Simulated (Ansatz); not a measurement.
Basis-set series for CH5BO2, SMILES `BOCO`. Total charge 0; spin multiplicity 1. Geometry: relaxed with PBE0-D4/def2-TZVP. It is one conformer, not always the lowest.

| functional | basis | functions | energy (Eh) | HOMO (eV) | LUMO (eV) |
| --- | --- | --- | --- | --- | --- |
| PBE0-D4 | def2-SVP | 81 | -216.02244 | -8.52 | -0.24 |
| PBE0-D4 | def2-QZVPP | 378 | -216.28980 | -8.69 | -0.53 |
| ωB97M-V | def2-SVP | 81 | -216.17519 | -10.87 | 1.86 |
| ωB97M-V | def2-QZVPP | 378 | -216.45109 | -11.06 | 1.15 |

**Question.** Give the rows for def2-TZVPP. (An estimate is asked.)

**Answer.** Computed: 
| functional | basis | functions | energy (Eh) | HOMO (eV) | LUMO (eV) |
| --- | --- | --- | --- | --- | --- |
| PBE0-D4 | def2-TZVPP | 194 | -216.27716 | -8.66 | -0.46 |
| ωB97M-V | def2-TZVPP | 194 | -216.43889 | -11.04 | 1.40 |

Positive LUMOs are unbound and depend on the basis.
